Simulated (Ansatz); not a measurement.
`N=C([SiH3])S` + H₂ → `N=C[SiH3]` + H₂S at 400 K and 1 bar (hydrogenolysis of a C–S bond).

Gas-phase electronic energies from Ansatz, PBE0-D4/def2-TZVP geometries. CBS: MP2 limit from def2 TZ/QZ plus the TZ coupled-cluster correction, frozen cores. This one scheme is used for every species. One conformer a species, not always the lowest.

| species | CCSD(T)/CBS energy (Eh) | H − E (kJ/mol) | S (J/(mol·K)) |
| --- | --- | --- | --- |
| `N=C([SiH3])S` | -782.58321 | 174.8 | 364.6 |
| H₂ | -1.17544 | 38.0 | 139.0 |
| `N=C[SiH3]` | -384.79808 | 168.5 | 311.1 |
| H₂S | -398.97279 | 53.4 | 215.9 |

H − E and S are ideal-gas, rigid-rotor, harmonic terms from PBE0-D4/def2-TZVP, for one conformer and one mirror image of each species. The MP2-based limit puts H₂ 0.8 mEh under its directly extrapolated value; such offsets cancel only in part. 1 Eh = 2625.50 kJ/mol, R = 8.31446 J/(mol·K).

Q: By hand: ΔE, ΔH, ΔS and ΔG.

A: ΔE = (-384.79808) + (-398.97279) − (-782.58321) − (-1.17544) = -0.01222 Eh = -32.1 kJ/mol. Δ(H − E) = 168.5 + 53.4 − 174.8 − 38.0 = 9.1, so ΔH = -23.0 kJ/mol. ΔS = 311.1 + 215.9 − 364.6 − 139.0 = 23.4 J/(mol·K). ΔG = -23.0 − 400 × (23.4)/1000 = -32.4 kJ/mol.

Q: By hand: the equilibrium constant, and the temperature at which ΔG would vanish if ΔH and ΔS stayed fixed.

A: log₁₀ K = −ΔG/(RT ln 10) = 4.2. ΔH and −TΔS have one sign here, so there is no such temperature.

TΔS isn't small against ΔH here. A doubt of 5 kJ/mol in ΔE shifts log₁₀ K by 0.7 here. Other conformers and mirror images would add mixing entropy, several J/(mol·K) or more a flexible species. Modes under 60 cm⁻¹, often nearly free rotors, make the harmonic entropy too high. These are equilibria of isolated gas molecules and say nothing of rates. Largest T1 diagnostic: 0.014 (customary marks: 0.02 for closed shells, 0.045 for open ones).
